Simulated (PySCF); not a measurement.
# Broadened absorption spectrum of CdMe(SiH3)

CdMe(SiH3), CH₆CdSi (singlet state).
Geometry (PBE0-D3(BJ)/def2-SVP, Å), atoms numbered from 1 in this order:
```
atom  x, y, z in Å
Cd1    0.0098    0.0067    0.2315
C2    -0.0032   -0.0175    2.3583
H3    -1.0178   -0.2154    2.7378
H4     0.3324    0.9485    2.7663
H5     0.6650   -0.8030    2.7445
Si6    0.0060    0.0193   -2.2856
H7     1.3406    0.3966   -2.8574
H8    -0.9921    0.9909   -2.8431
H9    -0.3408   -1.3261   -2.8521
```

Method used: TDDFT B3LYP/def2-SVPD, vertical, gas phase, core orbitals frozen in the response, def2 core potentials past Kr in PySCF 2.14.0, density-fitted response routines. Spin–orbit coupling is left out.

Computed states:

```tsv
state	E (eV)	f
S1	4.63	0.0043
S2	4.64	0.0043
S3	5.82	0.610
S4	6.68	0.024
S5	6.93	0.153
S6	6.93	0.154
S7	7.09	0.0032
S8	7.10	0.0025
S9	7.21	0.0001
```

Broadening: Gaussians 0.3 eV wide at half height, area fixed by f = 4.319×10⁻⁹ ∫ε dν̃. The cross-section is σ = 3.8235×10⁻²¹ ε cm², given in Mb (10⁻¹⁸ cm²). The width is an assumption, not a result. The curve ends short of the highest state used, and states not computed would add to its high-energy end.

Problem. What does the envelope look like, and where are its maxima?

Solution. 
```tsv
E (eV)	σ (Mb)
4.18	0.00
4.24	0.02
4.30	0.09
4.35	0.24
4.41	0.61
4.47	1.26
4.52	1.94
4.58	2.66
4.64	2.93
4.69	2.68
4.75	1.96
4.81	1.15
4.86	0.62
4.92	0.24
4.98	0.08
5.03	0.02
5.09	0.01
5.14	0.00
5.20	0.00
5.26	0.01
5.31	0.06
5.37	0.37
5.43	1.76
5.48	5.48
5.54	17.50
5.60	44.73
5.65	82.55
5.71	140.52
5.77	191.61
5.82	209.46
5.88	190.19
5.94	138.34
5.99	89.57
6.05	43.38
6.10	20.02
6.16	6.46
6.22	1.68
6.27	0.51
6.33	0.28
6.39	0.68
6.44	1.55
6.50	3.54
6.56	7.06
6.61	11.87
```

Maxima: 267 nm (4.64 eV), ε about 770, made up of S1 (50%) and S2 (50%); 213 nm (5.82 eV), ε about 55000, made up of S3 (100%) (ε in L mol⁻¹ cm⁻¹; maxima over ε = 5, shares over 10%). At its high-energy end, 6.61 eV, the curve is still rising (ε about 3100, from S4, S5 and S6).

Problem. Coming from long wavelengths, where does ε first pass 100 L mol⁻¹ cm⁻¹?

Solution. At about 283 nm (4.38 eV), 0.26 eV below S1.

Problem. What would ε be at 5.82 eV, the highest of these maxima, with half the width (0.15 eV)?

Solution. About 109000 L mol⁻¹ cm⁻¹ against 54800, a factor of about 2.00; a lone state at its own centre would give exactly 2.

Problem. On this curve, what absorbance would a 10⁻⁵ mol/L sample give at 280 nm over a 1 cm path?

Solution. 280 nm is 4.428 eV, where ε is about 200 L mol⁻¹ cm⁻¹, so A = ε c l ≈ 0.002 (Beer–Lambert, with the gas-phase spectrum and the assumed width).

The vertical ionisation energy (ΔSCF) is 8.67 eV, 1.46 eV above S9.
